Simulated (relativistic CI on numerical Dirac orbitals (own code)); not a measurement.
Line list: Electric-dipole lines, Mo XXIII

These numbers are calculated, not measured: Dirac-Coulomb-Breit CI, orbitals from a KLI potential per configuration, model QED (radiative potential, 1s self-energy scaled to tabulated hydrogen-like ionisation energies), unscaled Slater integrals (own radial code, finite nucleus).

CI space (outside the closed core [Ne]): 3s²3p⁶3d², 3s²3p⁵3d³, 3s3p⁶3d³, 3s²3p⁶3d4s, 3s²3p⁶3d4p, 3s²3p⁶3d4d, 3s²3p⁶3d4f, 3s²3p⁵3d²4s, 3s²3p⁵3d²4p, 3s²3p⁶4s², 3s²3p⁶4s4p, 3p⁶3d⁴, 3p⁵3d⁵. Double excitations out of closed p, d and f shells are left out; levels of such configurations are missing from the list, as are those of other unlisted configurations, and high levels can miss mixing partners. These lack a partner that the ground configuration has and come out too high: 3s²3p⁵3d²4s, 3s²3p⁵3d²4p.

```tsv
λ vac (nm)	Lower	Upper	A (s⁻¹)	gf	Branching (%)
6.5909	3s²3p⁶3d² ³F2 [1]	3s²3p⁵3d³ ³D°1 [112]	8.33e+11	1.63e+00	71.9
6.6156	3s²3p⁶3d² ¹D2 [5]	3s²3p⁵3d³ ³S°1 [117]	5.26e+11	1.03e+00	40.2
6.6581	3s²3p⁶3d² ³F3 [2]	3s²3p⁵3d³ ³D°2 [113]	7.88e+11	2.62e+00	70.6
6.7463	3s²3p⁶3d² ³F4 [3]	3s²3p⁵3d³ ³D°3 [114]	8.03e+11	3.84e+00	75.2
6.7788	3s²3p⁶3d² ¹G4 [8]	3s²3p⁵3d³ ¹F°3 [118]	9.49e+11	4.58e+00	97.1
6.8993	3s²3p⁶3d² ³F3 [2]	3s²3p⁵3d³ ¹F°3 [108]	2.59e+11	1.30e+00	51.9
6.9021	3s²3p⁶3d² ¹G4 [8]	3s²3p⁵3d³ ¹G°4 [115]	9.92e+11	6.38e+00	95.9
6.9818	3s²3p⁶3d² ³F4 [3]	3s²3p⁵3d³ ³F°4 [109]	7.44e+11	4.89e+00	92.3
7.0651	3s²3p⁶3d² ³F3 [2]	3s²3p⁵3d³ ³D°3 [105]	2.10e+11	1.10e+00	77.3
7.1256	3s²3p⁶3d² ³P2 [7]	3s²3p⁵3d³ ³P°2 [111]	4.18e+11	1.59e+00	89.4
7.1370	3s²3p⁶3d² ¹S0 [9]	3s²3p⁵3d³ ¹P°1 [119]	5.86e+11	1.34e+00	62.7
7.1789	3s²3p⁶3d² ³F2 [1]	3s²3p⁵3d³ ³F°2 [99]	6.04e+11	2.33e+00	88.9
7.2506	3s²3p⁶3d² ³P2 [7]	3s²3p⁵3d³ ³D°3 [110]	2.46e+11	1.36e+00	58.5
7.3444	3s²3p⁶3d² ³F3 [2]	3s²3p⁵3d³ ³F°3 [98]	2.55e+11	1.44e+00	50.4
7.5443	3s²3p⁶3d² ¹G4 [8]	3s²3p⁵3d³ ¹H°5 [104]	1.91e+11	1.80e+00	70.2
7.5882	3s²3p⁶3d² ¹D2 [5]	3s²3p⁵3d³ ³F°3 [98]	2.07e+11	1.25e+00	41.0
7.6904	3s²3p⁶3d² ³F4 [3]	3s²3p⁵3d³ ³G°5 [93]	1.10e+11	1.08e+00	94.4
7.8102	3s²3p⁶3d² ³F3 [2]	3s²3p⁵3d³ ³G°4 [84]	1.45e+11	1.19e+00	83.6
7.9527	3s²3p⁶3d² ³F4 [3]	3s²3p⁵3d³ ¹H°5 [87]	8.37e+10	8.73e-01	69.8
8.1872	3s²3p⁶3d² ³F2 [1]	3s²3p⁵3d³ ³G°3 [69]	1.53e+11	1.07e+00	89.8
```

Terms are leading LS components. Brackets give the number of a level in order of energy, since labels repeat. The list gives strong lines, with weight on those to low levels, without lines whose two gauges differ by over a factor of 2.5, among the lowest 200 of 810 levels, so that lines to higher ones, which can be the strongest, are missing. Levels whose partners in the same complex of configurations lie outside the list can be far off, and so can their lines. Rates are taken at the computed energies, electric ones in the length gauge.

At this charge energies of transitions that change n are usually good to better than 1 %, and those within a shell (Δn = 0) to a few per cent. Terms inside the open d or f shell come out 10 to 20 % too wide with unscaled integrals.

LS names give the leading component of a level, which can be under half, so a name can repeat, a term be missing and a line seem to break the LS rules.
